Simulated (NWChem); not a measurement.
System: C$_{2}$H$_{9}$NSi; SMILES C[SiH2]CN

The following NWChem deck was run.

```
start job
memory heap 200 mb stack 900 mb global 1100 mb
geometry units angstroms noautosym nocenter noautoz
  C      0.977457     1.600073     0.112065
  Si    -0.634871     0.659249    -0.133242
  C     -0.453830    -1.149325     0.406202
  N      0.669455    -1.773905    -0.275173
  H      1.288642     1.591750     1.168656
  H      0.870312     2.650452    -0.199535
  H      1.784518     1.155301    -0.491351
  H     -1.721454     1.296147     0.681090
  H     -1.036031     0.717480    -1.573122
  H     -0.433659    -1.207376     1.517333
  H     -1.387033    -1.654808     0.101266
  H      1.549533    -1.376198     0.046180
  H      0.717749    -2.769951    -0.069399
end
basis spherical
  * library 6-31g*
end
dft
  xc hfexch
  iterations 150
end
property
  shielding
end
task dft property
```

Parts of the log:

```
             Northwest Computational Chemistry Package (NWChem) 7.3.0
             --------------------------------------------------------

                             Geometry "geometry" -> ""
                             -------------------------

 Output coordinates in angstroms (scale by  1.889725989 to convert to a.u.)

  No.       Tag          Charge          X              Y              Z
 ---- ---------------- ---------- -------------- -------------- --------------
    1 C                    6.0000     0.97745700     1.60007300     0.11206500
    2 Si                  14.0000    -0.63487100     0.65924900    -0.13324200
    3 C                    6.0000    -0.45383000    -1.14932500     0.40620200
    4 N                    7.0000     0.66945500    -1.77390500    -0.27517300
    5 H                    1.0000     1.28864200     1.59175000     1.16865600
    6 H                    1.0000     0.87031200     2.65045200    -0.19953500
    7 H                    1.0000     1.78451800     1.15530100    -0.49135100
    8 H                    1.0000    -1.72145400     1.29614700     0.68109000
    9 H                    1.0000    -1.03603100     0.71748000    -1.57312200
   10 H                    1.0000    -0.43365900    -1.20737600     1.51733300
   11 H                    1.0000    -1.38703300    -1.65480800     0.10126600
   12 H                    1.0000     1.54953300    -1.37619800     0.04618000
   13 H                    1.0000     0.71774900    -2.76995100    -0.06939900

 Effective nuclear repulsion energy (a.u.)     173.3629342393

  xc_inp: hfexch multiplicative factor not found.
                              NWChem Property Module
                              ----------------------

  itol2e modified to match energy
  convergence criterion.

                                 NWChem DFT Module
                                 -----------------

 Summary of "ao basis" -> "ao basis" (spherical)
 ------------------------------------------------------------------------------
       Tag                 Description            Shells   Functions and Types
 ---------------- ------------------------------  ------  ---------------------
 C                           6-31g*                  6       14   3s2p1d
 Si                          6-31g*                  8       18   4s3p1d
 N                           6-31g*                  6       14   3s2p1d
 H                           6-31g*                  2        2   2s

[...]

          -----------------------------------------
          Chemical Shielding Tensors (GIAO, in ppm)
          -----------------------------------------

                                NWChem CPHF Module
                                ------------------

  scftype          =     RHF
  nclosed          =       21
  nopen            =        0
  variables        =     1197
  # of vectors     =        3
  tolerance        = 0.10D-03
  level shift      = 0.00D+00
  max iterations   =       50
  max subspace     =       30

 SCF residual:    7.9890401896810722E-005

Iterative solution of linear equations
  No. of variables     1197
  No. of equations        3
  Maximum subspace       30
        Iterations       50
       Convergence  1.0D-04

   iter   nsub   residual    time
   ----  ------  --------  ---------
     1      3    7.77D-01      30.7
     2      6    7.62D-02      33.2
     3      9    1.41D-02      35.4
     4     12    3.57D-03      37.9
     5     15    3.37D-04      40.0
     6     18    4.97D-05      42.1

      Atom:    1  C
        Diamagnetic
    255.6017      4.8236      1.0730
      4.8236    253.1633      0.6874
      1.0730      0.6874    248.5350

        Paramagnetic
    -53.6318     -6.4100      1.3588
     -6.4100    -46.0075     -2.6283
      1.3588     -2.6283    -38.7749

        Total Shielding Tensor
    201.9699     -1.5864      2.4318
     -1.5864    207.1558     -1.9409
      2.4318     -1.9409    209.7601

           isotropic =     206.2953
          anisotropy =       8.0464

          Principal Components and Axis System
                 1           2           3
              211.6595    206.1317    201.0946

      1         0.2863     -0.0428      0.9572
      2        -0.4625      0.8687      0.1772
      3         0.8391      0.4934     -0.2289

      Atom:    2  Si
        Diamagnetic
    880.1746      0.5851      0.6016
      0.5851    882.9541     -0.4733
      0.6016     -0.4733    875.9627

        Paramagnetic
   -411.1444      9.5958     11.5095
      9.5958   -384.5530     -3.3401
     11.5095     -3.3401   -424.4691

        Total Shielding Tensor
    469.0301     10.1809     12.1111
     10.1809    498.4011     -3.8134
     12.1111     -3.8134    451.4936

           isotropic =     472.9749
          anisotropy =      42.9151

          Principal Components and Axis System
                 1           2           3
              501.5850    473.2549    444.0850

      1         0.2983      0.8245     -0.4809
      2         0.9545     -0.2574      0.1508
      3        -0.0005      0.5040      0.8637

      Atom:    3  C
        Diamagnetic
    248.5535     -5.9311     -6.1486
     -5.9311    249.7310      1.4306
     -6.1486      1.4306    242.7758

        Paramagnetic
    -63.5192     -9.2916     -2.7010
     -9.2916    -81.7367      5.4949
     -2.7010      5.4949    -67.2843

        Total Shielding Tensor
    185.0343    -15.2227     -8.8496
    -15.2227    167.9943      6.9255
     -8.8496      6.9255    175.4916

           isotropic =     176.1734
          anisotropy =      34.5436

          Principal Components and Axis System
                 1           2           3
              199.2025    170.4202    158.8975

      1         0.7724      0.4263      0.4709
      2        -0.4713     -0.1126      0.8748
      3        -0.4259      0.8976     -0.1140

      Atom:    4  N
        Diamagnetic
    327.5719     -5.5160     -5.2472
     -5.5160    324.1758      3.6200
     -5.2472      3.6200    307.0278

[...]
```

Level: Hartree-Fock/6-31G* (spherical d), GIAO. Coordinates come from a PBE0/def2-SVP optimisation. The printed shielding anisotropy is the first printed principal value minus the mean of the other two.
